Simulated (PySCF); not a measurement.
A PySCF script (with the pyscf-properties extension) for the NMR shieldings of `N([SiH2]N([SiH2]C#C)CC)=C`, C5H12N2Si2, on a GFN2-xTB geometry:

```python
import basis_set_exchange as bse
import numpy as np
from pyscf import gto, dft
from pyscf.prop import nmr

atoms = """
C    -2.713771    2.708966    1.066622
C    -2.185567    2.083336    0.186653
Si   -1.389772    1.123457   -1.183613
N    -0.072912    0.233538   -0.486274
C    -0.263943   -0.334397    0.838190
C    -1.101294   -1.608208    0.819531
Si    1.201937   -0.397085   -1.477649
N     2.432718   -0.895895   -0.371792
C     3.638009   -0.602602   -0.265612
H    -3.170070    3.256319    1.841481
H    -0.826286    2.043147   -2.171101
H    -2.420457    0.262147   -1.789817
H    -0.754791    0.413018    1.469264
H     0.716305   -0.555382    1.264799
H    -1.219662   -1.995905    1.828698
H    -0.613991   -2.361923    0.205773
H    -2.085501   -1.401984    0.404680
H     1.541812    0.661865   -2.429742
H     0.873152   -1.649455   -2.170351
H     4.172211    0.100967   -0.912373
H     4.232951   -1.066981    0.518730
"""
names = dict.fromkeys(["C", "Si", "N", "H"], "pcSseg-1")
basis = {el: gto.basis.parse(bse.get_basis(n, elements=[el], fmt="nwchem")) for el, n in names.items()}
mol = gto.M(atom=atoms, basis=basis, charge=0, verbose=0)
mf = dft.RKS(mol, xc="PBE0")
mf.grids.level = 2
mf.grids.alignment = dft.numint.BLKSIZE   # the property module wants whole blocks of grid points
mf.conv_tol = 1e-9
mf.kernel()

calc = nmr.RKS(mf)   # GIAO
C = mf.mo_coeff
Co = C[:, mf.mo_occ > 0]
resp = mf.gen_response(singlet=True, hermi=2)
def vind(x):   # induced exchange potential for any number of trial vectors
    d = np.einsum("pi,xij,qj->xpq", C, 2 * x.reshape(-1, C.shape[1], Co.shape[1]), Co, optimize=True)
    return np.einsum("xpq,pi,qj->xij", resp(d - d.transpose(0, 2, 1)), C, Co, optimize=True).ravel()
mo1, _ = nmr.rhf.solve_mo1(calc, with_cphf=vind)
sigma = calc.kernel(mo1)
for i, s in enumerate(sigma):   # ppm
    w = np.linalg.eigvalsh((s + s.T) / 2)
    print("%2d %-2s iso %8.1f  s11 %8.1f  s22 %8.1f  s33 %8.1f" % (i, mol.atom_pure_symbol(i), w.mean(), *w))
```

Task: Give the expected output.

Result: 
```
 0 C  iso     82.2  s11     -5.8  s22      3.4  s33    248.9
 1 C  iso    100.8  s11      4.0  s22     10.2  s33    288.3
 2 Si iso    406.5  s11    369.3  s22    383.3  s33    467.0
 3 N  iso    236.0  s11    221.5  s22    231.9  s33    254.6
 4 C  iso    145.5  s11    119.7  s22    144.6  s33    172.1
 5 C  iso    170.0  s11    155.7  s22    169.2  s33    185.2
 6 Si iso    385.8  s11    348.5  s22    373.5  s33    435.4
 7 N  iso   -153.2  s11   -565.4  s22   -188.6  s33    294.4
 8 C  iso     14.6  s11    -76.8  s22     -6.6  s33    127.1
 9 H  iso     29.7  s11     24.5  s22     24.8  s33     39.9
10 H  iso     26.7  s11     22.9  s22     25.5  s33     31.7
11 H  iso     26.5  s11     22.9  s22     24.6  s33     31.9
12 H  iso     28.2  s11     23.1  s22     28.4  s33     33.0
13 H  iso     27.9  s11     22.1  s22     27.9  s33     33.8
14 H  iso     30.8  s11     26.8  s22     27.2  s33     38.5
15 H  iso     30.2  s11     25.9  s22     29.3  s33     35.4
16 H  iso     30.4  s11     25.9  s22     30.4  s33     34.9
17 H  iso     26.7  s11     23.2  s22     25.3  s33     31.6
18 H  iso     26.2  s11     23.0  s22     24.1  s33     31.4
19 H  iso     22.9  s11     21.0  s22     21.9  s33     25.8
20 H  iso     23.0  s11     21.4  s22     22.8  s33     24.7
```

These numbers come from an equivalent density-fitted implementation of the same equations, which agrees with the script to about 0.01 ppm for H and up to a few tenths of a ppm for heavy atoms, so last digits may differ.

Task: Turn these shieldings into chemical shifts. Scale: $^{13}$C (σ = 186.93 ppm) and $^{29}$Si (σ = 349.16 ppm) and $^{1}$H (σ = 31.72 ppm) vs TMS; $^{15}$N (σ = 267.73 ppm) against NH3 (reference shieldings calculated alike).

Result: Averaging equivalent atoms: C 8: 172.3; C 0: 104.8; C 1: 86.1; C 4: 41.4; C 5: 16.9; Si 6: -36.7; Si 2: -57.4; N 7: 420.9; N 3: 31.7; H 19: 8.82; H 20: 8.72; H 17/18: 5.29; H 10/11: 5.12; H 12/13: 3.68; H 9: 1.99; H 14/15/16: 1.25 ppm. Experimental scales use liquid or dissolved standards, which lie at an offset from isolated NH3 (liquid NH3: subtract about 20 ppm). Unscaled 15N shifts of sp2 nitrogen come out 20 to 40 ppm too high even then.

Size and cost of the density-fitted run: 227 basis functions, 92 s wall time on 1 thread of an Arm Neoverse N1, shared host; peak memory 1 GiB.
